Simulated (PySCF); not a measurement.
Two-dimensional NMR puzzle

Compound of formula C3H14Si3. Correlations simulated from computed shifts and the bond graph:

HSQC (one-bond C–H):
```
  δH    δC
1.17  12.9
0.98  12.9
0.29  -1.7
```

COSY cross peaks (H two or three bonds apart, from the bond graph; peaks can be absent where the dihedral angle is near 90°):
```
  δH    δH
1.17  0.98
```

HMBC (two and three bonds, from the bond graph):
```
  δH          δC
3.43  12.9, -1.7
1.17        12.9
0.98  12.9, -1.7
0.29        12.9
```

PySCF 2.14.0 with density-fitted response routines calculation with geometry from GFN2-xTB and σ from GIAO-PBE0/pcSseg-1; one conformer, relativity neglected, no solvent model, equivalent nuclei averaged.

Referencing at the same level of theory: TMS for $^{1}$H and $^{13}$C.

Exchangeable hydrogens are left out of these lists.

**Question.** Work out the connectivity.

**Answer.** `CC[Si](C)([SiH3])[SiH3]`.

Mapped SMILES: `[CH3:1][CH2:2][Si:3]([CH3:4])([SiH3:5])[SiH3:6]`. Each H is labelled by its parent atom.

- δC 12.9 is C1, a methyl carbon (δH 1.17).
- δC 12.9 is C2, an sp3 CH2 bonded to Si (δH 0.98).
- δC -1.7 is C4, a methyl carbon bonded to Si (δH 0.29).
- COSY links 1.17–0.98.

The data come from this structure; uniqueness wasn't tested.

Shifts are as computed. Against solution values, carbons near 30 ppm lie about +3 ppm off and those near 130 ppm about +5 ppm. Of 1309 compounds with measured shifts, 239 miss one by over three times the rms of a fit or turn the order of signals round; such compounds aren't used in these exercises.
